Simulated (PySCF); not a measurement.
Species: C6H12NP.
SMILES: `[C@H]12CC[P@@](CC1)(=N)C2`

Computed with TDDFT B3LYP/def2-SVPD, vertical, gas phase, core orbitals frozen in the response (PySCF 2.14.0, density-fitted response routines). Isolated species at its PBE0-D3(BJ)/def2-SVP geometry, gas phase.

Each state is given a Gaussian of 0.4 eV full width at half maximum, with ε(max) = 2.175×10⁸ f / Δν̃ (Δν̃ the width in cm⁻¹). The width is an assumption, not a result. The curve ends short of the highest state used, and states not computed would add to its high-energy end.

(E (eV), ε (L mol⁻¹ cm⁻¹)): (4.72, 2), (4.76, 4), (4.80, 9), (4.84, 19), (4.88, 35), (4.92, 64), (4.96, 110), (5.01, 202), (5.05, 310), (5.09, 452), (5.13, 631), (5.17, 842), (5.21, 1076), (5.25, 1320), (5.29, 1560), (5.33, 1777), (5.37, 1954), (5.41, 2075), (5.45, 2126), (5.49, 2100), (5.53, 1997), (5.57, 1823), (5.61, 1595), (5.65, 1336), (5.69, 1069), (5.73, 819), (5.77, 605), (5.81, 439), (5.86, 308), (5.90, 263), (5.94, 270), (5.98, 324), (6.02, 422), (6.06, 560), (6.10, 737), (6.14, 950), (6.18, 1197), (6.22, 1479), (6.26, 1794), (6.30, 2141), (6.34, 2513), (6.38, 2901), (6.42, 3286), (6.46, 3642)

Question: Where are the band maxima, and which computed states make them?

Answer: 227 nm (5.46 eV), ε about 2100, made up of S1 (35%) and S2 (65%) (ε in L mol⁻¹ cm⁻¹; maxima over ε = 5, shares over 10%). At its high-energy end, 6.46 eV, the curve is still rising (ε about 3600, from S6, S7 and S8). The states used: S1 5.32 eV (f 0.015); S2 5.53 eV (f 0.023); S3 6.16 eV (f 0.0016); S4 6.22 eV (f 0.0050); S5 6.31 eV (f 0.0055); S6 6.42 eV (f 0.0084); S7 6.50 eV (f 0.017); S8 6.64 eV (f 0.042); S9 6.91 eV (f 0.0097); S10 7.06 eV (f 0.0026).

Question: Coming from long wavelengths, where does ε first pass 100 L mol⁻¹ cm⁻¹?

Answer: At about 250 nm (4.95 eV), 0.37 eV below S1.

Question: What would ε be at 5.46 eV, the highest of these maxima, with half the width (0.2 eV)?

Answer: About 2740 L mol⁻¹ cm⁻¹ against 2130, a factor of about 1.3; a lone state at its own centre would give exactly 2.

Question: On this curve, what absorbance would a 10⁻⁵ mol/L sample give at 222 nm over a 1 cm path?

Answer: 222 nm is 5.585 eV, where ε is about 1700 L mol⁻¹ cm⁻¹, so A = ε c l ≈ 0.017 (Beer–Lambert, with the gas-phase spectrum and the assumed width).

The vertical ionisation energy (ΔSCF) is 8.02 eV, 0.96 eV above S10.
